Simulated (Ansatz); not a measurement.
`O=C=NBCl` + H₂ → `BN=C=O` + HCl at 400 K and 1 bar (hydrogenolysis of a B–Cl bond).

Program: Ansatz. Geometries: PBE0-D4/def2-TZVP. ΔE: electronic, gas phase. CCSD(T)/CBS adds triple-zeta CCSD(T) − MP2 to the extrapolated MP2 energy (def2 sets, frozen cores). This one scheme is used for every species. Each species was taken in one conformer, which may not be the lowest.

```csv
species,CCSD(T)/CBS energy (Eh),H − E (kJ/mol),S (J/(mol·K))
`O=C=NBCl`,-653.16741,97.3,338.1
H₂,-1.17544,38.0,139.0
`BN=C=O`,-193.93341,111.1,304.0
HCl,-460.38127,29.6,195.4
```

H − E and S are ideal-gas, rigid-rotor, harmonic terms from PBE0-D4/def2-TZVP, for one conformer and one mirror image of each species. The MP2-based limit puts H₂ 0.8 mEh under its directly extrapolated value; such offsets cancel only in part. 1 Eh = 2625.50 kJ/mol, R = 8.31446 J/(mol·K).

Q: By hand: ΔE, ΔH, ΔS and ΔG.

A: ΔE = (-193.93341) + (-460.38127) − (-653.16741) − (-1.17544) = 0.02817 Eh = 74.0 kJ/mol. Δ(H − E) = 111.1 + 29.6 − 97.3 − 38.0 = 5.4, so ΔH = 79.4 kJ/mol. ΔS = 304.0 + 195.4 − 338.1 − 139.0 = 22.3 J/(mol·K). ΔG = 79.4 − 400 × (22.3)/1000 = 70.5 kJ/mol.

Q: By hand: the equilibrium constant, and the temperature at which ΔG would vanish if ΔH and ΔS stayed fixed.

A: log₁₀ K = −ΔG/(RT ln 10) = -9.2. ΔG = 0 at ΔH/ΔS = 3561 K, far beyond where these terms or the molecules hold.

ΔH outweighs TΔS. A doubt of 5 kJ/mol in ΔE shifts log₁₀ K by 0.7 here. Other conformers and mirror images would add mixing entropy, several J/(mol·K) or more a flexible species. Modes under 60 cm⁻¹, often nearly free rotors, make the harmonic entropy too high. These are equilibria of isolated gas molecules and say nothing of rates. Largest T1 diagnostic: 0.017 (customary marks: 0.02 for closed shells, 0.045 for open ones).
